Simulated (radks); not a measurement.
Problem. Ce3.8+, configuration [Kr] 4d10 4f1 5s(up 1, down 0.2) 5p6 (fractional occupations, a model configuration). All-electron calculation, scalar-relativistic Kohn-Sham, LDA (Slater exchange, Perdew-Wang correlation), spin-polarised, spherical densities, finite nucleus; open shells are filled with parallel spins first (spin-orbit coupling, left out, can overturn this in heavy ions); Fermi nuclear charge, rms radius 4.8771 fm. Program: a radial shooting solver on a logarithmic mesh with Libxc functionals. Some entries of the table are withheld. Estimate them.

orbital  occ.  eigenvalue (hartree)  <r> (bohr)
1s up       1             -1479.602     0.02459
1s down     1             -1479.599     0.02459
2s up       1             -238.0854      0.1053
2s down     1             -238.0832      0.1053
2p up       3             -213.4961     0.09240
2p down     3             -213.4939     0.09240
3s up       1             -52.30721      0.2790
3s down     1             -52.29406      0.2790
3p up       3             -44.48373      0.2770
3p down     3             -44.47063      0.2769
3d up       5             -33.33443      0.2537
3d down     5             -33.32367      0.2537
4s up       1             -11.64338      0.6375
4s down     1             -11.60966      0.6373
4p up       3              -9.08597      0.6749
4p down     3              -9.05141      0.6746
4d up       5                   (1)      0.7435
4d down     5                   (2)      0.7428
5s up       1              -2.77307         (3)
5s down   0.2              -2.73082         (4)
5p up       3              -2.09513       1.666
5p down     3              -2.05889       1.677
4f up       1              -1.52193       1.016
4f down     0              -1.48226       1.018

Solution. 
(1) 4d up eigenvalue (hartree): -5.40177
(2) 4d down eigenvalue (hartree): -5.36520
(3) 5s up <r> (bohr): 1.475
(4) 5s down <r> (bohr): 1.481
